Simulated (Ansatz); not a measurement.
Relaxation of AlCl4FH3OTa (11 atoms, charge 0, multiplicity 1), to a largest force component of 0.03 eV/Å in at most 50 steps.

Level of theory: RKS PBE/def2-SVP (Ansatz).

```xyz
11
Properties=species:S:1:pos:R:3
Ta -0.274 -0.286 0.151
Cl 3.377 -0.120 0.549
Cl 0.300 1.068 1.908
Cl 0.716 0.249 -1.829
F -1.885 0.676 -0.105
Cl -2.032 -2.090 -0.081
O 0.645 -1.897 0.755
Al -0.263 -3.490 0.821
H 0.171 -4.505 -0.328
H -0.730 -3.896 2.287
H 2.749 -1.252 0.896
```

Where does it end, and by what steps?

It converged. The force dipped under the threshold on the way, but the program's further checks kept it going. After 16 steps the energy has fallen by 0.405 eV; Cl2 moved furthest, 1.07 Å.

| step | energy less start (eV) | largest force component (eV/Å) | accepted |
| --- | --- | --- | --- |
| 0 | 0.0000 | 1.734 | yes |
| 1 | -0.1017 | 0.994 | yes |
| 2 | -0.1486 | 0.688 | yes |
| 3 | -0.1802 | 0.519 | yes |
| 4 | -0.1932 | 0.517 | yes |
| 5 | -0.2032 | 0.210 | yes |
| 6 | -0.2324 | 0.178 | yes |
| 7 | -0.2749 | 0.407 | yes |
| 8 | -0.3170 | 0.629 | yes |
| 9 | -0.3473 | 0.784 | yes |
| 10 | -0.3556 | 0.673 | yes |
| 11 | -0.3807 | 0.304 | yes |
| 12 | -0.3933 | 0.379 | yes |
| 13 | -0.3999 | 0.192 | yes |
| 14 | -0.4040 | 0.030 | yes |
| 15 | -0.4044 | 0.017 | yes |
| 16 | -0.4048 | 0.018 | yes |

```xyz
11
Properties=species:S:1:pos:R:3
Ta -0.438 -0.170 0.213
Cl 3.637 -1.159 0.614
Cl 0.554 1.649 1.213
Cl 0.274 0.222 -1.938
F -2.164 0.282 0.801
Cl -1.711 -2.265 -0.708
O 0.436 -1.520 1.079
Al -0.178 -3.292 0.753
H 0.902 -4.066 -0.116
H -0.988 -3.823 2.012
H 2.450 -1.399 1.101
```

Whether the end is a true minimum wasn't checked by a vibrational analysis.

Run time: 41 s on 4 threads of Intel(R) Xeon(R) Platinum 8488C (Sapphire Rapids), on a shared host, peak memory 0.3 GiB.
